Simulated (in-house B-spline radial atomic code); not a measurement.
Results of a calculation; reference values are marked as such.
# Extrapolating the RPA correlation energy in partial waves: V5+

All-electron RPA on PBE orbitals from a B-spline radial code for spherical atoms, scalar-relativistic (spin-free one-electron X2C), finite nucleus, configuration [Ne] 3s2 3p6. With empty states up to angular momentum L the sums are:

| L | E_c(L) (hartree) |
| --- | --- |
| 3 | -1.077017 |
| 4 | -1.161051 |
| 5 | -1.193997 |
| 6 | -1.209432 |

For large l each further wave adds A/(l + 1/2)⁴, because the basis must build the cusp where two electrons meet.

Estimate the limit from L = 5 and L = 6.

Wave 6 adds -0.015435, against a sum of (l + 1/2)⁻⁴ of 5.60204e-04, so A = -27.552. The sum over l > 6 is ζ(4, 7.5) = 9.6207e-04, close to 1/(3 × 7³) = 9.7182e-04. The tail is -0.026507 and the limit -1.23594 hartree.

How good is the estimate?

A run to L = 11 sums to -1.22827 and extrapolates to -1.23244 hartree, 0.22 millihartree from the run before. The estimate differs from that by -3.50 millihartree, while the bare sum at L = 6 misses 23.0 millihartree (1.9 %).
